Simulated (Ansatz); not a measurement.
Zn(F)(GeH3) (FGeH₃Zn), SMILES [F][Zn][GeH3].

Geometry optimised at PBE0-D3(BJ)/def2-SVP. The structure was generated by enumeration; whether it is a known compound was not checked.

Two levels are set side by side: PBE/def2-SVPD (Ansatz, an electronic-structure program) and PBE0/def2-SVPD (Ansatz). Energy differences of separate SCF runs at the same geometry; the states with an electron removed or added have multiplicity 2 and 2. Differences are taken from unrounded values.

| quantity | PBE |
|---|---|
| vertical ionisation energy (eV) | 10.52 |
| vertical singlet–triplet gap (eV) | 5.39 |

**Question.** These are the PBE values. What does PBE0 give? (The exact figures need the calculation; the answer reports its results.)

**Answer.** 
| quantity | PBE0 | PBE minus PBE0 |
|---|---|---|
| vertical ionisation energy (eV) | 10.66 | -0.14 |
| vertical singlet–triplet gap (eV) | 5.54 | -0.15 |
